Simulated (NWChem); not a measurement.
System meant: AsF3, triplet; SMILES of the neutral closed-shell parent F[As](F)F

Input file for NWChem:

```
start job
memory heap 200 mb stack 900 mb global 1100 mb
geometry units angstroms noautoz
  F      1.763533     0.000000    -0.429140
  As     0.000000     0.000000    -0.110909
  F     -1.763533     0.000000    -0.429140
  F      0.000000     0.000000     1.613196
end
basis spherical
  * library def2-svp
end
dft
  odft
  mult 4
  xc pbe0
  iterations 150
  mulliken
end
task dft energy
```

End of the output:

```
 Summary of "ao basis" -> "" (spherical)
 ------------------------------------------------------------------------------
       Tag                 Description            Shells   Functions and Types
 ---------------- ------------------------------  ------  ---------------------
 *                          def2-svp                  on all atoms

                                 NWChem DFT Module
                                 -----------------

 Summary of "ao basis" -> "ao basis" (spherical)
 ------------------------------------------------------------------------------
       Tag                 Description            Shells   Functions and Types
 ---------------- ------------------------------  ------  ---------------------
 F                          def2-svp                 6       14   3s2p1d
 As                         def2-svp                12       32   5s4p3d

 Summary of "ao basis" -> "ao basis" (spherical)
 ------------------------------------------------------------------------------
       Tag                 Description            Shells   Functions and Types
 ---------------- ------------------------------  ------  ---------------------
 F                          def2-svp                 6       14   3s2p1d
 As                         def2-svp                12       32   5s4p3d

      Symmetry analysis of basis
      --------------------------

        a1         32
        a2          8
        b1         20
        b2         14

  number of electrons :                   60
  multiplicity        :                    4
 ------------------------------------------------------------------------
  no. of electrons and multiplicity not compatible                  60
 ------------------------------------------------------------------------
 ------------------------------------------------------------------------
  current input line :
    19: task dft energy
 ------------------------------------------------------------------------
 ------------------------------------------------------------------------
 There is an error in the input file
 ------------------------------------------------------------------------
 For more information see the NWChem manual at https://nwchemgit.github.io

0: no. of electrons and multiplicity not compatible:Received an Error in Communication
```

**Question.** Can this run be used? If not, why, and what is the fix?

**Answer.** The program refused the input. Cause: the multiplicity doesn't fit the number of electrons (an even count wants an odd multiplicity, and the reverse). This input runs:
```
start job
memory heap 200 mb stack 900 mb global 1100 mb
geometry units angstroms noautoz
  F      1.763533     0.000000    -0.429140
  As     0.000000     0.000000    -0.110909
  F     -1.763533     0.000000    -0.429140
  F      0.000000     0.000000     1.613196
end
basis spherical
  F library def2-svp
  As library def2-svp
end
dft
  odft
  mult 3
  xc pbe0
  iterations 150
  mulliken
end
task dft energy
```
It converges to -2534.26977 Ha (PBE0/def2-SVP, spin-unrestricted).
